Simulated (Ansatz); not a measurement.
The same molecule with X = F, Cl, Br, I. Ansatz, PBE0-D4/def2-TZVP geometries, multiplicity 1.

Elements past krypton have def2 core potentials. Scalar relativity is left out up to krypton.

| X | molecule | mean X–Ga bond length / Å | zero-point energy (PBE0-D4/def2-TZVP) / kJ/mol | HOMO energy (PBE/def2-TZVPP) / eV | LUMO energy (B3LYP/def2-TZVPP) / eV |
| --- | --- | --- | --- | --- | --- |
| F | `[F][GaH2]` | 1.759 | 39.5 | -7.54 | -1.94 |
| Cl | `[Cl][GaH2]` | 2.149 | 37.8 | -7.13 | -2.11 |
| Br | `[GaH2][Br]` | 2.294 | 36.8 | -6.82 | -2.19 |

Question: Give the row for X = I, `[GaH2][I]`. (Best estimate.)

Answer: The calculation gave: 
```
X     molecule  mean X–Ga bond length / Å  zero-point energy (PBE0-D4/def2-TZVP) / kJ/mol  HOMO energy (PBE/def2-TZVPP) / eV  LUMO energy (B3LYP/def2-TZVPP) / eV
I  `[GaH2][I]`                      2.491                                            36.2                              -6.37                                -2.26
```

From F to I the mean X–Ga bond length rises at each step, by 0.732 Å in all; the zero-point energy (PBE0-D4/def2-TZVP) falls at each step, by 3.3 kJ/mol in all; the HOMO energy (PBE/def2-TZVPP) rises at each step, by 1.17 eV in all; the LUMO energy (B3LYP/def2-TZVPP) falls at each step, by 0.32 eV in all. Bonds lengthen as the atom grows down the group.

B3LYP here is the variant with VWN-RPA as its local correlation; programs differ in this.

Spin–orbit coupling is left out; it splits and shifts lone-pair levels of the heavy atoms by tenths of an eV.
